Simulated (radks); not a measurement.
Results of a calculation; reference values are marked as such.
Q: All-electron atom: Au3+ in [Xe] 4f14 5d7 5f1 (not the ground configuration). Code: a radial shooting solver on a logarithmic mesh with Libxc functionals. Model: Dirac Kohn-Sham, PBEsol, spin-unpolarised, spherical densities, finite nucleus; open shells fill j = l - 1/2 first; Fermi nuclear charge, rms radius 5.4371 fm. Some entries of the table are withheld. Estimate them.

orbital  occ.  eigenvalue (eV)  <1/r> (bohr^-1)  r(max) (bohr)
1s1/2       2        -80625.84            95.65        0.01042
2s1/2       2        -14252.32            23.51        0.06041
2p1/2       2        -13674.58            23.48        0.04447
2p3/2       4        -11840.13            19.13        0.05184
3s1/2       2        -3397.291            8.630         0.1700
3p1/2       2        -3136.335            8.547            (1)
3p3/2       4        -2731.564            7.414            (2)
3d3/2       4        -2296.217            7.313         0.1352
3d5/2       6        -2209.179            7.055         0.1393
4s1/2       2        -771.6022            3.653         0.3833
4p1/2       2        -660.1333            3.544            (3)
4p3/2       4        -562.9606            3.150            (4)
4d3/2       4        -380.0784            2.948         0.4052
4d5/2       6        -361.9755            2.857         0.4147
5s1/2       2        -151.6304            1.487         0.8475
4f5/2       6              (5)            2.483         0.3730
4f7/2       8              (6)            2.447         0.3776
5p1/2       2        -115.0864              (7)         0.8942
5p3/2       4         -98.0459              (8)         0.9723
5d3/2       4         -47.8458           0.9501          1.154
5d5/2       3         -45.8687           0.9199          1.186
5f5/2       1         -12.2805           0.3346          3.160
5f7/2       0         -12.2470           0.3322          3.184

A: 
(1) 3p1/2 r(max) (bohr): 0.1586
(2) 3p3/2 r(max) (bohr): 0.1736
(3) 4p1/2 r(max) (bohr): 0.3814
(4) 4p3/2 r(max) (bohr): 0.4123
(5) 4f5/2 eigenvalue (eV): -127.3225
(6) 4f7/2 eigenvalue (eV): -123.5034
(7) 5p1/2 <1/r> (bohr^-1): 1.365
(8) 5p3/2 <1/r> (bohr^-1): 1.225
